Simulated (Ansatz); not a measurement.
Reaction (silylene formation by 1,1-elimination): `S[SiH2][GaH2]` → `[SH][GaH2]` + `[SiH2]`

Isolated molecules relaxed with PBE0-D4/def2-TZVP in Ansatz; ΔE leaves out vibrations. CCSD(T)/CBS adds triple-zeta CCSD(T) − MP2 to the extrapolated MP2 energy (def2 sets, frozen cores). This one scheme is used for every species. DFT in def2-TZVPP. B3LYP here is the variant with VWN-RPA as its local correlation; programs differ in this. For Ga outer-core shells are correlated without core-valence functions, which leaves a few kJ/mol of doubt a bond. Scalar relativity is left out up to krypton. One conformer a species, not always the lowest.

```tsv
level	ΔE (kJ/mol)
LDA (SPW92)	237.5
BHLYP-D4	205.1
ωB97X-V	210.8
B2PLYP	193.6
B3LYP	185.3
HF/def2-TZVPP	171.1
SCS-MP2/def2-TZVPP	196.1
HF/def2-QZVPP	171.8
```

Question: What does CCSD(T)/CBS give? (Best estimate.)

Answer: Computed: +201.2 kJ/mol. The listed levels differ from it by 36.3, 3.9, 9.6, -7.6, -15.9, -30.1, -5.1, -29.4 kJ/mol.

Question: What do rigid-rotor, harmonic-oscillator terms from PBE0-D4/def2-TZVP frequencies (298.15 K, 1 bar) make of the CCSD(T)/CBS value? (Best estimate.)

Answer: The calculation gave: ΔZPE = -13.9 kJ/mol, ΔH = +190.2 kJ/mol, ΔS = 133 J/(mol·K), ΔG = +150.5 kJ/mol. Modes under 50 cm⁻¹ make the entropy rough.

Largest T1 diagnostic among the species: 0.014.

At CCSD(T), def2-SVP lies −26.9 kJ/mol from the extrapolated value and def2-TZVPP −8.9 kJ/mol. In def2-TZVPP, CCSD(T) changes the Hartree–Fock value by +21.2 kJ/mol (the triples alone add +5.0 kJ/mol) and MP2 by +37.7 kJ/mol. From PBE to PBE0 (25 % exact exchange), in def2-TZVPP and without D4, ΔE moves by +5.4 kJ/mol.
